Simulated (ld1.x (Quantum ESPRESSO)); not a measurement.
# F (Z = 9): variants of one TM potential

Base potential:

- Element: fluorine (F)
- Generator: ld1.x (Quantum ESPRESSO) 7.5
- Type: norm-conserving Troullier–Martins (Kleinman–Bylander form)
- Functional: PBE
- Relativity: non-relativistic
- Frozen core: [He]
- Valence charge: 7
- Reference configuration: 2s2 2p5
- Partial waves: 2s (bound): rc 0.85 bohr; 2p (bound): rc 1.55 bohr; 3d channel at 0.4 Ry: rc 1.60 bohr
- Local potential: the d channel
- Core correction: none

Cutoffs, loose and tight: the cutoffs (Ry, on a coarse ladder) from which the occupation-weighted sum of valence levels, in a spherical-Bessel basis at the reference potential, stays within 10 and 1 mRy of its value at 400 Ry. They do not see the model core or the augmentation charge, which bear on the density cutoff. Test errors are all-electron minus pseudo excitation energies from the reference, over the configurations 2s2 2p4; 2s2 2p3; 2s2 2p2; 2s2 2p4.5; 2s1 2p5; 2s2 2p5.3; 2s2 2p1. A dash means not determined; rows that change the core or the reference have their own tests.

| change | outcome | cutoff, loose | cutoff, tight | bound ghosts | largest test error (meV) |
| --- | --- | --- | --- | --- | --- |
| base | generated | 100 Ry | 200 Ry | none | +3396 |
| wave 3d channel at 0.4 Ry: rc 1.60 bohr becomes 3d channel at -0.17 Ry: rc 1.60 bohr | generated | 100 Ry | 200 Ry | none | +3393 |
| wave 3d channel at 0.4 Ry: rc 1.60 bohr becomes 3d channel at -0.1 Ry: rc 1.60 bohr | generated | 100 Ry | 200 Ry | none | +3395 |
| wave 3d channel at 0.4 Ry: rc 1.60 bohr becomes 3d channel at 0.03 Ry: rc 1.60 bohr | generated | 100 Ry | 200 Ry | none | +3394 |
| wave 3d channel at 0.4 Ry: rc 1.60 bohr becomes 3d channel at 0.26 Ry: rc 1.60 bohr | generated | 100 Ry | 200 Ry | none | +3397 |
| wave 3d channel at 0.4 Ry: rc 1.60 bohr becomes 3d channel at 0.71 Ry: rc 1.60 bohr | generated | 100 Ry | 200 Ry | none | +3399 |
| wave 3d channel at 0.4 Ry: rc 1.60 bohr becomes 3d channel at 1.38 Ry: rc 1.60 bohr | generated | 100 Ry | 200 Ry | none | +3400 |
| wave 3d channel at 0.4 Ry: rc 1.60 bohr becomes 3d channel at 1.96 Ry: rc 1.60 bohr | generated | 100 Ry | 200 Ry | none | +3397 |
| wave 3d channel at 0.4 Ry: rc 1.60 bohr becomes 3d channel at 3.91 Ry: rc 1.60 bohr | generated | 100 Ry | 200 Ry | none | +3377 |
| wave 3d channel at 0.4 Ry: rc 1.60 bohr becomes 3d channel at 5.78 Ry: rc 1.60 bohr | generated | 100 Ry | 200 Ry | none | +3292 |
